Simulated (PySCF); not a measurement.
H3OSi, SMILES [OH+]=[SiH2], charge +1. Geometry: B3LYP-D3(BJ)/def2-TZVP. The isomer is the one that the SMILES or the coordinates give; other isomers of the formula were not compared.

All values below come from PySCF 2.14.0 with B3LYP-D3(BJ)/def2-TZVP.

Harmonic wavenumbers (cm⁻¹): 571, 608, 726, 735, 942, 1089, 2300, 2374, 3776. Rotational constants (GHz): 130.1, 16.33, 14.51; symmetry number 1.

Q: Work out the zero-point energy and the ideal-gas rigid-rotor harmonic-oscillator thermochemistry at 298.15 K and 1 atm.

A: ZPE = ½ Σ hcν = ½ × 13120 cm⁻¹ = 18.76 kcal/mol. H − E(el) = 21.51 kcal/mol. Entropy in cal/(mol K): translation 37.47, rotation 19.88, vibration 1.67, total 59.02. G − E(el) = 3.91 kcal/mol. Cp = 12.34 cal/(mol K).
